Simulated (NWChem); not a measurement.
Program: NWChem. System: BO (+1), charge 1, spin multiplicity 1, at a geometry optimised with PBE/def2-SVP. The structure started from a generated list of species. Level: TD-B3LYP/aug-cc-pVDZ, VWN1-RPA local correlation.

Part of the output:

```
             Northwest Computational Chemistry Package (NWChem) 7.3.0
             --------------------------------------------------------

                                NWChem Input Module
                                -------------------

 Scaling coordinates for geometry "geometry" by  1.889725989
 (inverse scale =  0.529177249)

 Turning off AUTOSYM since
 SYMMETRY directive was detected!

                             Geometry "geometry" -> ""
                             -------------------------

 Output coordinates in angstroms (scale by  1.889725989 to convert to a.u.)

  No.       Tag          Charge          X              Y              Z
 ---- ---------------- ---------- -------------- -------------- --------------
    1 B                    5.0000     0.00000000     0.00000000     0.74284600
    2 O                    8.0000     0.00000000     0.00000000    -0.46427900

 Effective nuclear repulsion energy (a.u.)      17.5351268178

            Nuclear Dipole moment (a.u.)
            ----------------------------
        X                 Y               Z
 ---------------- ---------------- ----------------
     0.0000000000     0.0000000000    -0.0000037795

      Symmetry information
      --------------------

 Group name             C2v
 Group number             16
 Group order               4
 No. of unique centers     2

      Symmetry unique atoms

     1    2


 Summary of "ao basis" -> "" (spherical)
 ------------------------------------------------------------------------------
       Tag                 Description            Shells   Functions and Types
 ---------------- ------------------------------  ------  ---------------------
 *                        aug-cc-pvdz                 on all atoms

                                 NWChem DFT Module
                                 -----------------

 Summary of "ao basis" -> "ao basis" (spherical)
 ------------------------------------------------------------------------------
       Tag                 Description            Shells   Functions and Types
 ---------------- ------------------------------  ------  ---------------------
 B                        aug-cc-pvdz                9       23   4s3p2d
 O                        aug-cc-pvdz                9       23   4s3p2d

 Summary of "ao basis" -> "ao basis" (spherical)
 ------------------------------------------------------------------------------
       Tag                 Description            Shells   Functions and Types
 ---------------- ------------------------------  ------  ---------------------
 B                        aug-cc-pvdz                9       23   4s3p2d
 O                        aug-cc-pvdz                9       23   4s3p2d

      Symmetry analysis of basis
      --------------------------

        a1         22
        a2          4
        b1         10
        b2         10

            General Information
            -------------------
          SCF calculation type: DFT
          Wavefunction type:  closed shell.
          No. of atoms     :     2
          No. of electrons :    12
           Alpha electrons :     6
            Beta electrons :     6
          Charge           :     1
          Spin multiplicity:     1
          Use of symmetry is: off; symmetry adaption is: on
          Maximum number of iterations: 100
          AO basis - number of functions:    46
                     number of shells:    18
          Convergence on energy requested:  1.00D-06
          Convergence on density requested:  1.00D-05
          Convergence on gradient requested:  5.00D-04

              XC Information
              --------------
                         B3LYP Method XC Potential
                     Hartree-Fock (Exact) Exchange  0.200
                        Slater Exchange Functional  0.800 local
                    Becke 1988 Exchange Functional  0.720 non-local
              Lee-Yang-Parr Correlation Functional  0.810
                  VWN I RPA Correlation Functional  0.190 local

             Grid Information
             ----------------
          Grid used for XC integration:  medium
          Radial quadrature: Mura-Knowles
          Angular quadrature: Lebedev.
[...]
          Max subspacesize :    5000
            Max iterations :     100
               Target root :       1
           Target symmetry : none
      Symmetry restriction : off
                 Algorithm : Optimal
        Davidson threshold :  0.10D-03

            Memory Information
            ------------------
          Available GA space size is         144177084 doubles
          Available MA space size is          50657164 doubles
          Length of a trial vector is          240
          Algorithm : Incore multiple tensor contraction
          Estimated peak GA usage is           4895504 doubles
          Estimated peak MA usage is             18000 doubles

    5 smallest eigenvalue differences (eV)
--------------------------------------------------------
  No. Spin  Occ  Vir  Irrep   E(Occ)    E(Vir)   E(Diff)
--------------------------------------------------------
    1    1    6    7 b2       -0.724    -0.610     3.122
    2    1    5    7 b1       -0.724    -0.610     3.122
    3    1    4    7 a1       -0.790    -0.610     4.905
    4    1    6    8 a2       -0.724    -0.350    10.183
    5    1    5    8 a1       -0.724    -0.350    10.183
--------------------------------------------------------

  Entering Davidson iterations
  Restricted singlet excited states

  Iter   NTrls   NConv    DeltaV     DeltaE      Time
  ----  ------  ------  ---------  ---------  ---------
    1      5       0     0.60E+00   0.10+100        0.9
    2     15       0     0.73E-01   0.17E+00        1.2
    3     25       0     0.43E-02   0.18E-02        1.2
    4     35       2     0.62E-03   0.52E-05        1.3
    5     41       5     0.74E-04   0.15E-06        1.2
  ----  ------  ------  ---------  ---------  ---------
  Convergence criterion met

  Ground state a1        -99.551646866395 a.u.

  ----------------------------------------------------------------------------
  Root   1 singlet b2             0.049352317 a.u.                1.3429 eV
  ----------------------------------------------------------------------------
     Transition Moments    X -0.00260   Y  0.39517   Z  0.00000
     Transition Moments   XX  0.00000  XY  0.00000  XZ -0.00410
     Transition Moments   YY  0.00000  YZ  0.62176  ZZ -0.00000
     Dipole Oscillator Strength                    0.0051380832
     Electric Quadrupole                           0.0000000002
     Magnetic Dipole                               0.0000000186
     Total Oscillator Strength                     0.0051381021

          sigma_e =   1.0516 Angstrom
          sigma_h =   0.9278 Angstrom
         |d_h->e| =   1.2219 Angstrom
            d_exc =   1.8599 Angstrom
            d_CD1 =   1.3456 Angstrom
            d_CD2 =   0.2322 Angstrom
            d_CD3 =   3.0818 Angstrom
     Pearson C.C. =   0.0003

     Occ.    6  b2  ---  Virt.    7  a1  -1.00283 X
     Occ.    6  b2  ---  Virt.    7  a1   0.08613 Y
  ----------------------------------------------------------------------------
  Root   2 singlet b1             0.049352317 a.u.                1.3429 eV
  ----------------------------------------------------------------------------
     Transition Moments    X -0.39517   Y -0.00260   Z -0.00000
     Transition Moments   XX -0.00000  XY -0.00000  XZ -0.62176
     Transition Moments   YY -0.00000  YZ -0.00410  ZZ  0.00000
     Dipole Oscillator Strength                    0.0051380832
     Electric Quadrupole                           0.0000000002
     Magnetic Dipole                               0.0000000186
     Total Oscillator Strength                     0.0051381021

          sigma_e =   1.0516 Angstrom
          sigma_h =   0.9278 Angstrom
         |d_h->e| =   1.2219 Angstrom
            d_exc =   1.8599 Angstrom
            d_CD1 =   1.3456 Angstrom
            d_CD2 =   0.2322 Angstrom
            d_CD3 =   3.0818 Angstrom
     Pearson C.C. =   0.0003

     Occ.    5  b1  ---  Virt.    7  a1   1.00283 X
     Occ.    5  b1  ---  Virt.    7  a1  -0.08613 Y
  ----------------------------------------------------------------------------
  Root   3 singlet a1             0.142964698 a.u.                3.8903 eV
  ----------------------------------------------------------------------------
     Transition Moments    X -0.00000   Y -0.00000   Z -0.57452
     Transition Moments   XX -0.02645  XY  0.00000  XZ -0.00000
     Transition Moments   YY -0.02645  YZ -0.00000  ZZ -0.77015
     Dipole Oscillator Strength                    0.0314595455
     Electric Quadrupole                           0.0000000029
     Magnetic Dipole                               0.0000000000
     Total Oscillator Strength                     0.0314595483

          sigma_e =   1.0976 Angstrom
          sigma_h =   0.9204 Angstrom
         |d_h->e| =   1.3867 Angstrom
            d_exc =   1.9999 Angstrom
            d_CD1 =   1.5640 Angstrom
            d_CD2 =   0.3777 Angstrom
            d_CD3 =   3.3866 Angstrom
     Pearson C.C. =  -0.0123

     Occ.    4  a1  ---  Virt.    7  a1   0.98098 X
     Occ.    4  a1  ---  Virt.    7  a1  -0.08477 Y
     Occ.    5  b1  ---  Virt.    8  b1  -0.15964 X
     Occ.    5  b1  ---  Virt.    8  b1  -0.05906 Y
     Occ.    6  b2  ---  Virt.    9  b2  -0.15964 X
     Occ.    6  b2  ---  Virt.    9  b2  -0.05906 Y
  ----------------------------------------------------------------------------
  Root   4 singlet a2             0.289915095 a.u.                7.8890 eV
  ----------------------------------------------------------------------------
     Transition Moments    X  0.00000   Y -0.00000   Z -0.00000
     Transition Moments   XX -0.00000  XY  0.00001  XZ  0.00000
     Transition Moments   YY  0.00000  YZ -0.00000  ZZ  0.00000
     Dipole Oscillator Strength                    0.0000000000
     Electric Quadrupole                           0.0000000000
     Magnetic Dipole                               0.0000000000
     Total Oscillator Strength                     0.0000000000

          sigma_e =   1.2484 Angstrom
          sigma_h =   0.9278 Angstrom
         |d_h->e| =   0.7214 Angstrom
            d_exc =   1.7146 Angstrom
            d_CD1 =   1.0420 Angstrom
            d_CD2 =  -0.3667 Angstrom
            d_CD3 =   2.4360 Angstrom
     Pearson C.C. =  -0.0000

     Occ.    5  b1  ---  Virt.    9  b2   0.70640 X
     Occ.    6  b2  ---  Virt.    8  b1  -0.70640 X
  ----------------------------------------------------------------------------
  Root   5 singlet a2             0.297104495 a.u.                8.0846 eV
  ----------------------------------------------------------------------------
     Transition Moments    X  0.00000   Y  0.00000   Z  0.00000
     Transition Moments   XX  0.00000  XY  0.42071  XZ  0.00000
     Transition Moments   YY -0.00000  YZ  0.00000  ZZ  0.00000
     Dipole Oscillator Strength                    0.0000000000
     Electric Quadrupole                           0.0000000247
     Magnetic Dipole                               0.0000000000
     Total Oscillator Strength                     0.0000000247

          sigma_e =   1.2436 Angstrom
          sigma_h =   0.9278 Angstrom
         |d_h->e| =   0.7295 Angstrom
            d_exc =   1.7139 Angstrom
            d_CD1 =   1.0452 Angstrom
            d_CD2 =  -0.3562 Angstrom
            d_CD3 =   2.4434 Angstrom
     Pearson C.C. =   0.0009

     Occ.    5  b1  ---  Virt.    9  b2  -0.70644 X
     Occ.    6  b2  ---  Virt.    8  b1  -0.70644 X

              Target root =      1
          Target symmetry = none
      Ground state energy =    -99.551646866395
        Excitation energy =      0.049352317259
     Excited state energy =    -99.502294549136

  stored tddft:energy   -99.502294549135968

 Task  times  cpu:        6.3s     wall:        6.3s

 Total times  cpu:        6.3s     wall:        6.3s
```

Write an NWChem input that would produce this output.

One answer among several that fit: 
```
start mol
memory heap 200 mb stack 900 mb global 1100 mb
charge 1
geometry units angstroms nocenter noautoz
  B      0.000000     0.000000     0.742846
  O      0.000000     0.000000    -0.464279
  symmetry group C2v
end
basis spherical
  * library aug-cc-pvdz
end
dft
  xc b3lyp
  semidirect memsize 60000000 filesize 0
  iterations 100
end
tddft
  rpa
  nroots 5
  notriplet
  thresh 1e-4
end
task tddft energy
```
